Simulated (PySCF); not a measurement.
## J couplings in [C₅H₆B]-

Bonds (- single, = double, # triple, : aromatic): B1:C2 1.516 Å, C2:C3 1.397 Å, C3:C4 1.403 Å, C4:C5 1.403 Å, C5:C6 1.397 Å, C6:B1 1.516 Å. B1 carries H7; C2 carries H8; C3 carries H9; C4 carries H10; C5 carries H11; C6 carries H12. Formal charges: B1 -1.

Total charge -1.

Couplings: B3LYP/pcJ-1 (spin–dipole term only in couplings to heteroatoms) in PySCF 2.14.0 with density-fitted response routines, geometry PBE0-D3(BJ)/def2-SVP; gas phase, one conformer, non-relativistic. Couplings are averaged over pairs made equivalent by symmetry, fast rotation or ring inversion, so a value needn't be that of the named pair in this geometry, while other rotamers aren't included; one pair stands for each set, and the list holds those of at least 1.5 Hz over up to four bonds.

Isotopes: 13C, 1H, 11B.

```json
{"pair": "B1, C2", "bonds": "1", "J (Hz)": "72.1"}
{"pair": "B1, H7", "bonds": "1", "J (Hz)": "109.5"}
{"pair": "C2, C3", "bonds": "1", "J (Hz)": "55.5"}
{"pair": "C2, H8", "bonds": "1", "J (Hz)": "?"}
{"pair": "C3, C4", "bonds": "1", "J (Hz)": "65.9"}
{"pair": "C3, H9", "bonds": "1", "J (Hz)": "?"}
{"pair": "C4, H10", "bonds": "1", "J (Hz)": "151.8"}
{"pair": "C2, C6", "bonds": "2", "J (Hz)": "2.4"}
{"pair": "C2, H7", "bonds": "2", "J (Hz)": "5.0"}
{"pair": "C3, H10", "bonds": "2", "J (Hz)": "2.1"}
{"pair": "C4, H9", "bonds": "2", "J (Hz)": "2.9"}
{"pair": "B1, C4", "bonds": "3", "J (Hz)": "?"}
{"pair": "B1, H9", "bonds": "3", "J (Hz)": "?"}
{"pair": "C2, C5", "bonds": "3", "J (Hz)": "?"}
{"pair": "C2, H10", "bonds": "3", "J (Hz)": "7.8"}
{"pair": "C2, H12", "bonds": "3", "J (Hz)": "7.5"}
{"pair": "C3, H7", "bonds": "3", "J (Hz)": "7.2"}
{"pair": "C3, H11", "bonds": "3", "J (Hz)": "8.1"}
{"pair": "C4, H8", "bonds": "3", "J (Hz)": "9.8"}
{"pair": "H7, H8", "bonds": "3", "J (Hz)": "5.0"}
{"pair": "H8, H9", "bonds": "3", "J (Hz)": "10.5"}
{"pair": "H9, H10", "bonds": "3", "J (Hz)": "?"}
{"pair": "H8, H12", "bonds": "4", "J (Hz)": "?"}
```

Estimate the withheld couplings, with signs.

Answers


- 1J(C2,H8) = 135.9 Hz (bond length 1.101 Å, sp2 carbon)
- 1J(C3,H9) = 142.6 Hz (bond length 1.102 Å, sp2 carbon)
- 3J(B1,C4) = 9.7 Hz
- 3J(B1,H9) = 7.0 Hz (dihedral angle 180°)
- 3J(C2,C5) = 7.2 Hz
- 3J(H9,H10) = 7.6 Hz (dihedral angle 0°)
- 4J(H8,H12) = 1.7 Hz
